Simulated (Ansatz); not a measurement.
The same path of BCl2H3Si + ClH (9 atoms, charge 0, multiplicity 1) was run twice with different band settings. Lost on the way: B1–Si2, H5–Cl6. Made: B1–Cl6, Si2–H5.

Theory: RKS PBE0-D4/def2-SVP (Ansatz).

Relaxed end points:

```xyz
9
Properties=species:S:1:pos:R:3
B -0.727 -0.348 0.807
Si 0.291 1.233 0.065
Cl -2.471 -0.410 0.747
Cl 0.112 -1.662 1.633
H 0.840 -2.144 -0.955
Cl 0.337 -1.634 -2.027
H -0.344 1.745 -1.185
H 0.238 2.321 1.097
H 1.725 0.898 -0.181
```

```xyz
9
Properties=species:S:1:pos:R:3
B -1.099 -1.780 0.438
Si 0.877 1.425 -0.348
Cl -2.301 -0.536 0.203
Cl -0.255 -1.895 1.958
H 0.930 0.033 -0.888
Cl -0.745 -2.901 -0.846
H -0.150 2.207 -1.098
H 0.525 1.384 1.101
H 2.218 2.063 -0.520
```

Common settings: movable images 5; climbing image yes; spring 5.0 eV/Å²; optimiser quadratic models (default); start path through a guess of the saddle point; iteration limit 60; end points relaxed.

| run | force threshold |
| --- | --- |
| 1 | 0.05 eV/Å |
| 2 | 0.2 eV/Å |

(1) What does each run give, and how far can it be trusted?

## Answers

(1) Run 1: converged after 37 iterations, highest image 0.869 eV above the first end. Neighbouring images differ by up to 1.5 eV, so the band resolves the path poorly. A vibrational analysis at the climbing image gives one clearly imaginary mode, 719i cm⁻¹: a first-order saddle point.
Run 2: converged after 21 iterations, highest image 0.869 eV above the first end. The threshold of 0.2 eV/Å is loose, so the images may lie well off the minimum-energy path. Neighbouring images differ by up to 1.5 eV, so the band resolves the path poorly. Another band between the same ends (5 images) ends at a top of the same energy, where a vibrational analysis finds 1 clearly imaginary mode.
The orbitals stay closed-shell, which can raise the energy where a bond breaks towards radicals; this wasn't checked here.
